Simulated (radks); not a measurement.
Task: Radial electron density D(r) = 4 pi r^2 rho(r) of an atom or ion with 48 electrons. All-electron calculation, scalar-relativistic Kohn-Sham, LDA (Slater exchange, Perdew-Wang correlation), spin-polarised, spherical densities, finite nucleus; Fermi nuclear charge, rms radius of each element as measured or else 0.836 A^(1/3) + 0.57 fm. Program: a radial shooting solver on a logarithmic mesh with Libxc functionals.

r (bohr),D(r) (e/bohr),spin D(r)
0.002048,11.39,-0.0000153
0.002666,16.89,-0.0000230
0.0035,24.74,-0.0000347
0.004557,34.73,-0.0000514
0.005934,46.88,-0.0000762
0.007726,60.16,-0.000114
0.01006,72.41,-0.000171
0.01321,80.71,-0.000247
0.0172,81.99,-0.000258
0.02239,77.27,0.000227
0.02916,72.64,0.00289
0.03796,77.09,0.0131
0.04983,93.61,0.0466
0.06489,108.1,0.130
0.08449,103.6,0.300
0.11,86.00,0.545
0.1444,83.55,0.738
0.188,95.04,0.663
0.2448,81.39,0.492
0.3188,46.71,1.000
0.4151,36.31,2.51
0.5449,40.94,3.64
0.7096,28.16,2.91
0.9239,11.73,1.32
1.203,4.149,0.326
1.567,1.061,0.0354
2.056,0.09893,0.000682
2.677,0.002499,-0.0000223

What is the nuclear charge?

Result: Z = 62. The innermost maximum, from 1s, lies near gamma/Z bohr with gamma = sqrt(1 - (Z/c)^2) = 0.892, here 0.0144 bohr (found: 0.0157), and its height grows with Z. The density is that of the samarium ion Sm14+ in [Kr] 4d9 4f1 5s2; the configuration itself is not fixed sharply by these data, and Z only to a few units. D(r) has 4 maxima, at r = 0.0157, 0.0703, 0.196, 0.528 bohr, and minima at 0.0303, 0.129, 0.393 bohr, inside which lie 1.95, 11.16, 29.07 electrons.
